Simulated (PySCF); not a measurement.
**Levels of S³⁺ from EOM-EA-GCCSD**

Reference: closed-shell S⁴⁺, [Ne] 3s2; one electron is added. Calculated with PySCF 2.14, two-component X2C-1e with screened spin-orbit coupling, an uncontracted even-tempered set (20 s from 0.033 bohr⁻², ratio 2.6; 14 p from 0.043 bohr⁻², ratio 2.6; 8 d from 0.044 bohr⁻², ratio 2.8; 5 f from 1.4 bohr⁻², ratio 2.8); frozen 1s2; the 50 highest virtual spinors dropped; of the others 74 kept and the rest restored at second order. No Breit or QED terms. Binding energies in eV.

| level | Koopmans | second order | EOM-CCSD |
| --- | --- | --- | --- |
| 3p1/2 | 46.315 | 47.364 | 47.301 |
| 3p3/2 | 46.189 | 47.236 | 47.176 |
| 3d3/2 | 28.638 | 30.810 | 27.636 |
| 3d5/2 | 28.637 | 30.808 | 27.635 |
| 4s1/2 | 24.276 | 24.859 | 24.843 |

Electric-dipole lines between these computed levels:

| lower | upper | ΔE (eV) | vacuum wavelength (nm) |
| --- | --- | --- | --- |
| 3p1/2 | 3d3/2 | 19.665 | 63.05 |
| 3p1/2 | 4s1/2 | 22.458 | 55.21 |
| 3p3/2 | 3d3/2 | 19.540 | 63.45 |
| 3p3/2 | 3d5/2 | 19.541 | 63.45 |
| 3p3/2 | 4s1/2 | 22.332 | 55.52 |

In EOM-CCSD the overlap with the one-orbital guess is low for 3d3/2 (weight 0.72), 3d5/2 (weight 0.71). That can mean mixing with two-particle, one-hole states, where second order and EOM-CCSD lose accuracy, or only a rotation among the degenerate components of the shell; the terms of those configurations are not listed.

For comparison, the ionisation energy of S³⁺ is 47.222 ± 0.012 eV (semi-empirical (NIST evaluation); NIST Atomic Spectra Database, ionization energies).

Only part of the computed levels is shown.

The screened spin-orbit operator tends to give fine-structure splittings of light species too large.

The highest levels are limited by the diffuse functions of the basis.
